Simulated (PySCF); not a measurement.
Structure with atom numbers: `[SiH3:1][CH2:2][SiH:3]1[SiH2:4][CH2:5][SiH2:6]1`. Hydrogens are named by the atom that carries them. Ha(Si4), Ha(C5), Ha(Si6) are cis to C2 on the ring; Hb(Si4), Hb(C5), Hb(Si6) are trans to C2 on the ring.

PySCF 2.14 calculation with GFN2-xTB geometry and GIAO PBE0/pcSseg-1 shieldings; isolated molecule, a single conformation, non-relativistic Hamiltonian, averaged over atoms made equivalent by symmetry, fast rotation or ring inversion.

Scale: TMS for 13C (σref 186.93), 1H (σref 31.72), 29Si (σref 349.16) (reference shieldings calculated alike).

| atoms | nucleus | count | Hirshfeld charge | δ (ppm) |
| --- | --- | --- | --- | --- |
| Si3 | 29Si | 1 | 0.18 | -30.1 |
| Si4/Si6 | 29Si | 2 | 0.24 | -52.4 |
| Si1 | 29Si | 1 | 0.31 | ? |
| Hb(C5) | 1H | 1 | 0.04 | 0.65 |
| H(Si1) | 1H | 3 | -0.08 | ? |
| C2 | 13C | 1 | -0.24 | ? |
| Ha(C5) | 1H | 1 | 0.03 | 0.62 |
| C5 | 13C | 1 | -0.25 | -11.2 |
| H(C2) | 1H | 2 | 0.04 | 0.11 |
| Hb(Si4)/Hb(Si6) | 1H | 2 | -0.08 | 4.72 |
| H(Si3) | 1H | 1 | -0.08 | 5.09 |
| Ha(Si4)/Ha(Si6) | 1H | 2 | -0.08 | ? |

Task: Complete the table.

Result: 
- C2: -11.0 ppm, sp3 CH2 bonded to 2 Si; an electropositive neighbour leaves it electron-rich and shielded
- Ha(Si4)/Ha(Si6): 4.64 ppm, hydrogen on a silicon bonded to C, Si, in a 4-membered ring
- H(Si1): 3.91 ppm, hydrogen on a silicon bonded to C
- Si1: -73.2 ppm, silicon bonded to C, 3 H

Shifts are as computed. Against solution values, carbons near 30 ppm lie about +3 ppm off and those near 130 ppm about +5 ppm. Of 1211 compounds with measured shifts, 218 miss one by over three times the rms of a fit or turn the order of signals round; such compounds aren't used in these exercises.
